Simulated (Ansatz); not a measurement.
System: CHS, charge 0, multiplicity 2. It need not be the lowest isomer of its formula. SMILES: [CH]=S
Geometry from a B3LYP-D3(BJ)/def2-TZVP (Ansatz, a quantum-chemistry and plane-wave program) optimisation:
```
C
H 1 1.0885
S 1 1.5568 2 132.52
```
Charge 0, spin multiplicity 2.

**Question.** Give the harmonic wavenumbers at B3LYP-D3(BJ)/def2-TZVP (Ansatz, finite differences of forces, unscaled).

**Answer.** 823, 1210, 3113 cm⁻¹. Zero-point energy 7.4 kcal/mol.

**Question.** From these and the geometry, give the ideal-gas thermochemistry at 298.15 K and 1 atm (rigid rotor, harmonic oscillator).

**Answer.** Point group Cs, rotational symmetry number 1. Rotational constants 929.7, 20.45, 20.01 GHz. S(trans) 37.34, S(rot) 17.39, S(vib) 0.23, S(elec, spin only) 1.38, S 56.3 cal/(mol K). H(298) - H(0) 2.43 kcal/mol; G - E(el) -7.0 kcal/mol.
